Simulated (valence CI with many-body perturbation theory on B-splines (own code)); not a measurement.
## Level structure of Re⁶¹⁺

Level of theory: configuration interaction combined with many-body perturbation theory (CI+MBPT): four valence electrons over a frozen Dirac-Fock core [Ne], a basis of 11 s, 11 p, 10 d, 8 f, 5 g, 2 h functions for each j, with the one-electron correlation potential Σ1 (screened to all orders), the two-electron term Σ2, the three-electron term Σ3, Breit, model QED; selected single and double excitations, second order for the rest, scaled by the run's own slope (own B-spline code, finite nucleus).

No measured spectrum was set against this ion. As an estimate, large intervals hold to a few tenths of a per cent, small ones and those within an open d or f shell to about a per cent. Among the levels kept, up to 590 cm⁻¹ of a level comes from second order outside the variational space, and about a tenth of that is noise between levels of different J, which matters for small intervals.

Levels 46 to 90 of 169, with energies above the lowest level, (3s^2 3p1/2^2) J=0. "Leading %" is the weight of the configuration and term that name the level; weights of strongly mixed levels are sums over their largest components and can fall short, so below about 35 % the name and the second component can differ from the true leading terms, or belong to a minority configuration. In the jj column 3d3/2^4 stands for four electrons in 3d with j = 3/2. Lifetimes count E1, E2, E3, M1 and M2 decay at the calculated energies, and are blank where another channel may lead or the interval is too uncertain; long ones can be off by a factor of two.

```tsv
No.	Configuration	Term	J	E (× 10³ cm⁻¹)	Leading %	g	Lifetime	Leading jj
46	3s3p²3d	³P	0	9747.8	55		238 fs	3s 3p1/2 3p3/2 3d3/2 (57 %)
47	3s3p²3d	³P	2	9912.6	34	1.339	1.63 ps	3s 3p1/2 3p3/2 3d5/2 (96 %)
48	3s3p²3d	³G	5	9925.9	60	1.267	45.4 ps	3s 3p1/2 3p3/2 3d5/2 (99 %)
49	3s3p²3d	³F	3	9993.0	43	1.269	2.03 ps	3s 3p1/2 3p3/2 3d5/2 (95 %)
50	3s3p²3d	³D	3	10079	62	1.294	1.48 ps	3s 3p1/2 3p3/2 3d5/2 (96 %)
51	3s²3d²	³F	2	10080	32	0.945	226 fs	3s^2 3d3/2^2 (49 %)
52	3s3p²3d	³P	1	10084	40	1.166	1.48 ps	3s 3p1/2 3p3/2 3d5/2 (91 %)
53	3s3p²3d	³F	4	10106	40	1.168	2.81 ps	3s 3p1/2 3p3/2 3d5/2 (92 %)
54	3s3p²3d	¹D	2	10162	31	1.005	251 fs	3s 3p1/2 3p3/2 3d5/2 (55 %)
55	3s3p²3d	³D	3	10201	37	1.192	481 fs	3s 3p1/2 3p3/2 3d5/2 (91 %)
56	3s3p²3d	³F	4	10226	47	1.144	703 fs	3s 3p1/2 3p3/2 3d5/2 (90 %)
57	3s3p²3d	³D	1	10247	40	0.917	1.03 ps	3s 3p1/2 3p3/2 3d5/2 (92 %)
58	3s²3d²	³P	0	10303	42		147 fs	3s^2 3d3/2^2 (67 %)
59	3s3p²3d	³P	1	10346	29	1.342	994 fs	3s 3p1/2 3p3/2 3d5/2 (91 %)
60	3s3p²3d	¹F	3	10358	38	1.083	486 fs	3s 3p1/2 3p3/2 3d5/2 (87 %)
61	3s3p²3d	³D	2	10367	20	1.169	728 fs	3s 3p1/2 3p3/2 3d5/2 (81 %)
62	3s3p²3d	¹S	0	10385	42		349 fs	3s 3p1/2 3p3/2 3d5/2 (71 %)
63	3s3p²3d	³D	2	10431	32	1.170	292 fs	3s 3p1/2 3p3/2 3d5/2 (94 %)
64	3s3p³	³P°	2	10670	50	1.437	420 fs	3s 3p3/2^3 (97 %)
65	3s²3d²	³F	3	10718	79	1.079	225 fs	3s^2 3d3/2 3d5/2 (79 %)
66	3p³3d	³D°	2	10775	16	0.936	2.25 ps	3p1/2^2 3p3/2 3d3/2 (68 %)
67	3s²3d²	¹G	4	10804	61	1.073	290 fs	3s^2 3d3/2 3d5/2 (86 %)
68	3s²3d²	³P	2	10808	40	1.176	211 fs	3s^2 3d3/2 3d5/2 (79 %)
69	3s²3d²	³P	1	10843	82	1.481	216 fs	3s^2 3d3/2 3d5/2 (82 %)
70	3p³3d	³P°	0	10878	52		1.26 ps	3p1/2^2 3p3/2 3d3/2 (82 %)
71	3p³3d	³D°	1	10915	23	1.098	472 fs	3p1/2^2 3p3/2 3d3/2 (71 %)
72	3p³3d	³F°	3	10922	24	1.061	790 fs	3p1/2^2 3p3/2 3d3/2 (85 %)
73	3s3p³	¹P°	1	10960	30	1.163	215 fs	3s 3p3/2^3 (77 %)
74	3s3p3d²	⁵G°	2	10982	50	0.585	882 fs	3s 3p1/2 3d3/2^2 (78 %)
75	3s3p3d²	⁵G°	3	11113	27	0.993	762 fs	3s 3p1/2 3d3/2^2 (87 %)
76	3s3p3d²	⁵D°	0	11338	50		277 fs	3s 3p1/2 3d3/2^2 (81 %)
77	3s3p3d²	³D°	1	11366	40	0.459	227 fs	3s 3p1/2 3d3/2^2 (94 %)
78	3s²3d²	³F	4	11378	66	1.171	1.57 ps	3s^2 3d5/2^2 (93 %)
79	3s3p3d²	³P°	1	11418	30	1.412	346 fs	3s 3p1/2 3d3/2^2 (92 %)
80	3s3p3d²	³D°	2	11428	27	1.139	194 fs	3s 3p1/2 3d3/2^2 (86 %)
81	3s²3d²	¹D	2	11459	45	1.206	1.32 ps	3s^2 3d5/2^2 (95 %)
82	3p³3d	³F°	4	11579	43	1.229	1.02 ps	3p1/2^2 3p3/2 3d5/2 (87 %)
83	3p³3d	³D°	2	11631	23	1.228	960 fs	3p1/2^2 3p3/2 3d5/2 (76 %)
84	3s3p3d²	⁵G°	3	11676	18	1.128	2.24 ps	3s 3p1/2 3d3/2 3d5/2 (70 %)
85	3s²3d²	¹S	0	11680	66		1.15 ps	3s^2 3d5/2^2 (93 %)
86	3s3p3d²	⁵D°	1	11771	29	1.670	2.02 ps	3s 3p1/2 3d3/2 3d5/2 (84 %)
87	3s3p3d²	⁵G°	4	11779	42	1.125	3.28 ps	3s 3p1/2 3d3/2 3d5/2 (96 %)
88	3s3p3d²	⁵D°	2	11789	26	1.247	1.17 ps	3s 3p1/2 3d3/2 3d5/2 (83 %)
89	3p³3d	³D°	3	11802	16	1.172	832 fs	3p1/2^2 3p3/2 3d5/2 (53 %)
90	3p³3d	¹P°	1	11896	17	1.273	872 fs	3p1/2^2 3p3/2 3d5/2 (68 %)
```
